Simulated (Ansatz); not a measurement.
`[SiH3][CH2][AlH][S][SiH3]` + `[OH][AlH][CH2]F` → `F[CH2][AlH][O][SiH3]` + `[CH3][AlH][S][SiH3]`  (ligand exchange at the Si–C bond)

Computed with Ansatz on PBE0-D4/def2-TZVP structures; ΔE is electronic, products minus reactants. CCSD(T)/CBS is the MP2 limit (def2-TZVPP, def2-QZVPP) plus CCSD(T) − MP2 in def2-TZVPP, frozen cores. Functionals use def2-TZVPP. B3LYP here is the variant with VWN-RPA as its local correlation; programs differ in this. Each species was taken in one conformer, which may not be the lowest.

(1) Is it downhill or uphill in electronic energy at CCSD(T)/CBS, and by how much? (An estimate is asked.)

(2) What do these levels give: PBE0-D4, B3LYP-D4, ωB97M-V, PBE, r2SCAN, B3LYP, MP2/def2-TZVPP, SCS-MP2/def2-TZVPP, HF/def2-QZVPP, SCS-MP2/def2-QZVPP, HF/CBS(def2), MP2/CBS(def2)? (Best estimate.)

Largest T1 diagnostic among the species: 0.012.

Results:

(1) Computed: Downhill: ΔE = -95.9 kJ/mol.

(2) Computed: PBE0-D4 -87.7, B3LYP-D4 -99.4, ωB97M-V -96.0, PBE -85.9, r2SCAN -97.3, B3LYP -105.1, MP2/def2-TZVPP -97.2, SCS-MP2/def2-TZVPP -103.3, HF/def2-QZVPP -126.1, SCS-MP2/def2-QZVPP -103.2, HF/CBS(def2) -126.4, MP2/CBS(def2) -96.1 kJ/mol.

The D4 term adds +5.7 kJ/mol with B3LYP and +3.3 kJ/mol with PBE0; it sums over pairs of atoms, weighted by their polarisabilities, and B3LYP, whose exchange is more repulsive, gets the larger term. From PBE to PBE0 (25 % exact exchange), in def2-TZVPP and without D4, ΔE moves by −5.1 kJ/mol.
